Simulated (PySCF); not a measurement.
Si(Cl)(F)2(OAc) (C₂H₃ClF₂O₂Si), SMILES O([Si](Cl)(F)F)C(C)=O. Atoms are numbered in the order given.

```xyz
11

C     -3.1449     0.2154     0.4580
C     -1.7855     0.1995    -0.1752
O     -1.4933     0.6092    -1.2643
O     -0.8428    -0.3558     0.6432
Si     0.7449    -0.4335     0.1459
F      0.9007    -1.3384    -1.1605
F      1.5078    -1.1750     1.3397
Cl     1.5635     1.3844    -0.1330
H     -3.8689     0.6621    -0.2333
H     -3.4408    -0.8129     0.7140
H     -3.1037     0.7893     1.3958
```

Geometry optimised at ωB97X-D3(BJ)/def2-SVP. The values are those of a single conformer.

Method: PySCF with HF/def2-TZVP.

```
Item                                                                                                             Result
---------------------------------------------------------------------------------------------  ------------------------
total energy                                                                                        -1175.00293 hartree
highest occupied level                                                                                        -13.02 eV
lowest empty level                                                                                              3.40 eV
orbital gap                                                                                                    16.42 eV
dipole moment                                                                                                    3.16 D
quadrupole, principal values (traceless, Buckingham form, about the centre of nuclear charge)  -12.94, -0.80, 13.74 D·Å
```
